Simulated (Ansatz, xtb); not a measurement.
## C5H9NOS: which of two isomers lies lower

Structure I is `O=C1C[C@H](S)CCN1`, a singlet and structure II is `CCC(=O)CC(N)=S`, a singlet. Both are isolated molecules in the gas phase, relaxed with r2SCAN-D4/def2-SVP, each in the lowest conformer that the search found.

I (Å):

```yaml
atoms:
  - { symbol: C, position_ang: [0.4852, -2.1815, 1.2613] }
  - { symbol: C, position_ang: [-0.9640, -1.7304, 1.1276] }
  - { symbol: C, position_ang: [-1.1524, -0.4432, 0.3285] }
  - { symbol: C, position_ang: [-0.1761, 0.6139, 0.8450] }
  - { symbol: C, position_ang: [1.2624, 0.1608, 0.6561] }
  - { symbol: N, position_ang: [1.4419, -1.2126, 1.1031] }
  - { symbol: O, position_ang: [0.7769, -3.3327, 1.5386] }
  - { symbol: S, position_ang: [-1.0086, -0.7254, -1.4898] }
  - { symbol: H, position_ang: [-1.5313, -2.5723, 0.7057] }
  - { symbol: H, position_ang: [-1.3377, -1.5800, 2.1576] }
  - { symbol: H, position_ang: [-2.1882, -0.0828, 0.4380] }
  - { symbol: H, position_ang: [0.0884, -1.5159, -1.4345] }
  - { symbol: H, position_ang: [-0.3811, 0.7738, 1.9198] }
  - { symbol: H, position_ang: [-0.3255, 1.5752, 0.3300] }
  - { symbol: H, position_ang: [1.9449, 0.8176, 1.2215] }
  - { symbol: H, position_ang: [1.5319, 0.2577, -0.4141] }
  - { symbol: H, position_ang: [2.3910, -1.5697, 1.1846] }
```

II (Å):

```yaml
atoms:
  - { symbol: C, position_ang: [-2.0952, 1.1586, 0.0520] }
  - { symbol: C, position_ang: [-0.9684, 0.8017, 1.0041] }
  - { symbol: C, position_ang: [0.0595, -0.1306, 0.4118] }
  - { symbol: C, position_ang: [1.2801, -0.4208, 1.2752] }
  - { symbol: C, position_ang: [1.7660, -1.8632, 1.2955] }
  - { symbol: N, position_ang: [1.7803, -2.4615, 0.0936] }
  - { symbol: O, position_ang: [-0.0748, -0.6129, -0.7004] }
  - { symbol: S, position_ang: [2.2817, -2.5709, 2.6990] }
  - { symbol: H, position_ang: [-2.6197, 0.2537, -0.2874] }
  - { symbol: H, position_ang: [-2.8239, 1.8241, 0.5370] }
  - { symbol: H, position_ang: [-1.7066, 1.6632, -0.8452] }
  - { symbol: H, position_ang: [-1.3435, 0.3083, 1.9223] }
  - { symbol: H, position_ang: [-0.4338, 1.6961, 1.3776] }
  - { symbol: H, position_ang: [1.1322, -0.0859, 2.3096] }
  - { symbol: H, position_ang: [2.0957, 0.1984, 0.8522] }
  - { symbol: H, position_ang: [2.0412, -3.4411, 0.0546] }
  - { symbol: H, position_ang: [1.2744, -2.0204, -0.6783] }
```

Question: Estimate which is lower in electronic energy at CCSD(T)/def2-SVP + ΔMP2/def2-TZVPP, and by roughly how much.

Answer: The CCSD(T)/def2-SVP + ΔMP2/def2-TZVPP calculation puts structure I lower, by 7.9 kcal/mol.

The same difference at several levels:

| level | geometry | E(II) − E(I) (kcal/mol) | departure from the last row (kcal/mol) | job, with rough time for the two |
| --- | --- | --- | --- | --- |
| r2SCAN-D4/def2-SVP | r2SCAN-D4/def2-SVP | +7.0 | −0.9 | optimisation, 72 s |
| HF/def2-SVP | r2SCAN-D4/def2-SVP | +7.2 | −0.7 | part of the CCSD(T) run |
| MP2/def2-SVP | r2SCAN-D4/def2-SVP | +9.4 | +1.5 | part of the CCSD(T) run |
| CCSD(T)/def2-SVP | r2SCAN-D4/def2-SVP | +8.6 | +0.8 | single point |
| CCSD(T)/def2-SVP + ΔMP2/def2-TZVPP | r2SCAN-D4/def2-SVP | +7.9 |  | single point, 2.3 min |

As drawn, II has 1 C=S, 1 N–H in place of 1 C–S, 1 C–N, 1 S–H. Structure I has a 6-membered ring, II no ring.

The levels shown agree on the order. The largest departure from CCSD(T)/def2-SVP + ΔMP2/def2-TZVPP is that of MP2/def2-SVP, 1.5 kcal/mol. Levels run at GFN2-xTB geometries aren't shown. The last row adds to CCSD(T) the change of the MP2 difference between the two basis sets, here −0.8 kcal/mol.

With thermal terms from frequencies at re-optimised GFN2-xTB minima (ideal gas, soft modes damped towards free rotors, one conformer each, 298.15 K, 1 atm): the zero-point term adds −0.4 kcal/mol; ΔH is +8.4 and ΔG +6.1 kcal/mol.

The correlated steps freeze 12 core orbitals. Mirror images aren't counted in ΔG. Codes used: Ansatz 0.2.0, xtb 6.7.1; the last row on 4 threads of Arm Neoverse V2 on a shared host.
